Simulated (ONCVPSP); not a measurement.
**What one change does to a pseudopotential (beryllium, ONCV)**

beryllium (Be), optimised norm-conserving Vanderbilt (ONCV), made with ONCVPSP 4.0.1 (PBE, scalar-relativistic). Core [He], reference 2s1.5 2p0.5. Waves: 2s: rc 1.55 bohr, ncon 5, nbas 8, qcut 5.4 1/bohr, 2 projectors, debl 2.4 Ha; 2p: rc 4.00 bohr, ncon 4, nbas 7, qcut 4.1 1/bohr, 2 projectors, debl 2 Ha. Local part: polynomial inside 1.20 bohr (lpopt 5, dvloc0 4 Ha). Core correction: Teter function, fcfact 5.25, rcfact 1.1.

Change: s: rc 1.52.

Cutoffs: the cutoffs (Ha) at which the residual kinetic energy of the hardest occupied pseudo-wave falls to 1 and 0.1 mHa per electron; they do not see the model core or the augmentation charge, which bear on the density cutoff. Errors are all-electron minus pseudo energies relative to the spin-unpolarised reference configuration.

Q: What does the change do?

A: The potential gets harder (6.0 Ha and 25 Ha → 6.0 Ha and 33 Ha); the errors of the 4 common tests hardly move; neither file shows a bound ghost. A smaller radius makes the pseudo-wave follow the all-electron one further in, where it bends more sharply, so more plane waves are needed.

```tsv
quantity	base	changed
cutoff, loose	6.0 Ha	6.0 Ha
cutoff, tight	25 Ha	33 Ha
bound ghosts	none	none
GHOST(+) flags under 300 eV	s at 147.0 eV	s at 148.8 eV
error for 2s2 2p0, meV [ΔE -1.80 eV]	-3.7	-3.8
error for 2s1 2p0, meV [ΔE 7.75 eV]	+36	+35
error for 2s1.5 2p0, meV [ΔE 1.96 eV]	+9.5	+9.5
error for 2s0 2p2, meV [ΔE 5.45 eV]	-38	-38
p: phases at 4.07 bohr within 0.05 rad from the reference energy up to (Ha; the scan ends near 5)	0.2	0.2
rms error of d²Exc/dni dnj with the model core, mHa	2.64	2.62
```

Base: The cutoffs count occupied waves only; projector 2 of the s channel, the hardest unoccupied one, needs 78 Ha at the loose tolerance. Changed file: The cutoffs count occupied waves only; projector 2 of the s channel, the hardest unoccupied one, needs 82 Ha at the loose tolerance.
